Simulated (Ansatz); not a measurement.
`C[O][Sn]([F])([O]C)[C](C)(C)C`, charge 0, multiplicity 1.

(1) Give a relaxed structure at PBE0-D4/def2-TZVP (Ansatz 0.2.0). (Best estimate.)

## Answers

(1) Ansatz gave: 
Z-matrix (Å, degrees):
```
C
O 1 1.412
H 1 1.096 2 112.3
H 1 1.093 2 107.9 3 119.2
H 1 1.096 2 111.7 3 -122.1
Sn 2 1.946 1 120.9 3 50.9
C 6 2.154 2 111.4 1 -176.0
O 6 1.954 2 105.6 1 -45.8
F 6 1.933 2 107.2 1 63.3
C 7 1.522 6 108.0 2 178.6
C 7 1.522 6 107.7 2 -61.4
C 7 1.523 6 108.0 2 58.5
C 8 1.410 6 121.9 2 138.0
H 10 1.093 7 112.1 6 -61.5
H 10 1.093 7 112.1 6 60.6
H 10 1.097 7 109.1 6 179.6
H 11 1.093 7 112.0 6 61.2
H 11 1.093 7 112.1 6 -60.7
H 11 1.097 7 109.1 6 -179.8
H 12 1.093 7 112.1 6 61.5
H 12 1.097 7 109.1 6 -179.6
H 12 1.092 7 112.1 6 -60.5
H 13 1.094 8 107.9 6 -164.4
H 13 1.095 8 112.7 6 -44.9
H 13 1.098 8 111.9 6 77.0
```
This is one stationary point; other conformers may exist.
